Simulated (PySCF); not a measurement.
# Correlation energy of W⁴⁴⁺ (tungsten, charge +44)

Starting occupation: [Ar] 3d10 4s2. Computed with PySCF 2.14 in an uncontracted even-tempered set (18 s from 2.5 bohr⁻², ratio 2.6; 15 p from 3.2 bohr⁻², ratio 2.6; 10 d from 3.2 bohr⁻², ratio 2.6; 6 f from 3.3 bohr⁻², ratio 2.8), with X2C-1e with screened-nucleus spin-orbit coupling, Gaussian nucleus. Frozen: [Ar]; 12 electrons correlated; the 92 highest virtual spinors left out.

MP2 pair energies summed by pair of shells (mhartree):

```
       pair   energy  share (%)
3d3/2-3d5/2  -189.24       35.3
3d5/2-3d5/2  -133.55       24.9
4s1/2-4s1/2   -63.97       11.9
3d3/2-3d3/2   -57.60       10.7
3d5/2-4s1/2   -55.63       10.4
3d3/2-4s1/2   -35.92        6.7
```

Total MP2 correlation energy: -535.90 mhartree.

The virtual space was cut to 68 spinors, which keep -515.19 of the -535.90 mhartree of MP2 correlation.

```
  level  correlation energy (mhartree)
   CCSD                        -516.31
    (T)                          -0.68
CCSD(T)                        -516.99
```

Diagnostics: T1 = 0.00014, largest double amplitude 0.064.

Cost of the coupled-cluster step: 91 s of wall time on 1 thread of Neoverse-V2 (shared host), for 12 occupied and 68 virtual spinors.

The coupled-cluster values are those of the cut space; adding the MP2 remainder, -20.71 mhartree, estimates the full space.

At this charge the one-electron X2C treatment keeps the bare 1/r₁₂, with no two-electron picture change or Breit term. The effect here is smaller than on the frozen 1s shell.
